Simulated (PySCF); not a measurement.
C₈H₁₀F₂.
Numbering: `[F:1]/[CH:2]=[CH:3]\[C@@:4]1([F:5])[CH2:6][C@H:7]2[CH2:8][CH2:9][C@@H:10]12` (hydrogens: H11 on C2; H12 on C3; H13, H14 on C6; H15 on C7; H16, H17 on C8; H18, H19 on C9; H20 on C10)

Method: PBE0-D3(BJ)/def2-SVP geometry optimisation, gas phase (PySCF); density fitting, grid level 1; the optimiser is geomeTRIC in internal coordinates, started from a GFN2-xTB structure with every atom displaced at random (about 0.01 Å).

Step 0: E = -13865.5855 eV
```
atom  x, y, z in Å  |  force x, y, z in eV/Å
F1      1.5323   -0.7257    1.6861    0.066   0.371  -0.459
C2      2.1594    0.2314    0.9685   -0.334  -0.492   0.232
C3      1.8208    0.6062   -0.2636    1.191   0.072   0.807
C4      0.7534    0.1262   -1.1109   -2.044  -0.308  -0.955
F5      1.1042    0.3410   -2.4388    0.086  -0.004   0.225
C6      0.1390   -1.2914   -0.9587    0.198   0.133   0.101
C7     -1.2536   -0.7152   -0.7510   -0.392  -0.132  -0.007
C8     -1.6155   -0.4169    0.7065   -0.959   0.104   0.117
C9     -1.0947    1.0192    0.5806    0.119  -0.699  -0.964
C10    -0.7012    0.7134   -0.8785    0.494   0.638  -0.279
H11     2.9799    0.6457    1.5424    0.279   0.253   0.053
H12     2.4522    1.3754   -0.7069    0.045   0.189   0.005
H13     0.2297   -1.8562   -1.8871    0.227  -0.089  -0.218
H14     0.5172   -1.8682   -0.1173    0.210  -0.293   0.139
H15    -2.0527   -1.1098   -1.3948    0.018   0.053   0.001
H16    -2.6991   -0.4595    0.9205    0.172  -0.092  -0.039
H17    -1.1004   -1.0234    1.4344    0.314  -0.480   0.525
H18    -0.2802    1.2850    1.2287    0.644   0.320   0.572
H19    -1.8630    1.7705    0.6402   -0.546   0.567   0.115
H20    -1.0286    1.4287   -1.6532    0.211  -0.110   0.027
```

Step 1: E = -13865.6939 eV
```
atom  x, y, z in Å  |  force x, y, z in eV/Å
F1      1.3180   -0.4659    1.7274   -0.070  -0.408   0.285
C2      2.1363    0.2680    0.9852    0.122   0.398  -0.088
C3      1.8864    0.5651   -0.2839   -0.231   0.059  -0.221
C4      0.7171    0.1337   -1.1225    0.231   0.022   0.263
F5      1.0816    0.3618   -2.4355   -0.059   0.057  -0.150
C6      0.1412   -1.2917   -0.9841   -0.026  -0.031   0.022
C7     -1.2649   -0.7196   -0.7457   -0.072  -0.050  -0.019
C8     -1.6225   -0.4468    0.7287    0.077  -0.115   0.077
C9     -1.0946    0.9980    0.5925    0.080   0.163   0.107
C10    -0.6994    0.7260   -0.8670    0.105  -0.005  -0.056
H11     2.9933    0.6456    1.5505    0.025  -0.070  -0.027
H12     2.5966    1.2276   -0.7836    0.045  -0.035  -0.012
H13     0.2474   -1.8145   -1.9443    0.023  -0.004   0.001
H14     0.5596   -1.9138   -0.1810   -0.002   0.003  -0.003
H15    -2.0665   -1.0976   -1.3935   -0.030  -0.010  -0.016
H16    -2.6963   -0.5103    0.9453   -0.069   0.006   0.013
H17    -1.0837   -1.0812    1.4509   -0.079   0.059  -0.038
H18    -0.2648    1.2875    1.2587   -0.138  -0.010  -0.039
H19    -1.8846    1.7605    0.6893    0.079  -0.058  -0.072
H20    -1.0012    1.4441   -1.6406   -0.009   0.031  -0.026
```

Q: Estimate the geometry and energy of step 2. (The exact step hangs on the optimiser's Hessian estimate; all steps are aligned on step 1, rigid shifts and turns removed.)

A: E = -13865.6708 eV, largest force 0.489 eV/Å
```
atom  x, y, z in Å  |  force x, y, z in eV/Å
F1      1.6222   -0.5727    1.8381   -0.386   0.000  -0.300
C2      2.2328    0.2634    0.9967    0.336  -0.045   0.113
C3      1.8745    0.5577   -0.2504   -0.249   0.043  -0.093
C4      0.7106    0.1341   -1.0944    0.088  -0.173   0.285
F5      1.0795    0.3788   -2.4063   -0.003  -0.032  -0.056
C6      0.1294   -1.2929   -0.9690   -0.053   0.055  -0.004
C7     -1.2836   -0.7192   -0.7590   -0.015  -0.005  -0.024
C8     -1.6864   -0.4406    0.7049    0.042  -0.002  -0.025
C9     -1.1480    1.0042    0.5804    0.052  -0.016   0.002
C10    -0.7089    0.7258   -0.8653    0.051   0.033  -0.010
H11     3.1301    0.6829    1.4597    0.036   0.057  -0.051
H12     2.5525    1.2400   -0.7687   -0.002   0.114   0.064
H13     0.2527   -1.8122   -1.9292    0.019  -0.022   0.011
H14     0.5342   -1.9183   -0.1618    0.009   0.014   0.035
H15    -2.0703   -1.0947   -1.4279    0.003   0.007  -0.001
H16    -2.7695   -0.4978    0.8843    0.007   0.003   0.010
H17    -1.1794   -1.0716    1.4488    0.014  -0.020   0.026
H18    -0.3475    1.2965    1.2748    0.039  -0.004   0.036
H19    -1.9362    1.7686    0.6389    0.010  -0.008  -0.022
H20    -0.9898    1.4446   -1.6477    0.003   0.002   0.005
```

The energy changes by +0.0231 eV. The first-order estimate −F·Δx gives -0.0732 eV and the mean of the old and new forces, exact on a quadratic surface, +0.0166 eV. The step makes an angle of 80° with the force vector and moves no atom by more than 0.341 Å. The energy falls at the start of this step and ends higher, so the step passed the lowest point of its straight line.

The cost below is that of the whole optimisation. Hardware: Arm Neoverse V1, one thread, shared host with 32 logical CPUs at a one-minute load of 9.4. Cost: 3.6 min wall, 0.80 GiB resident at most.
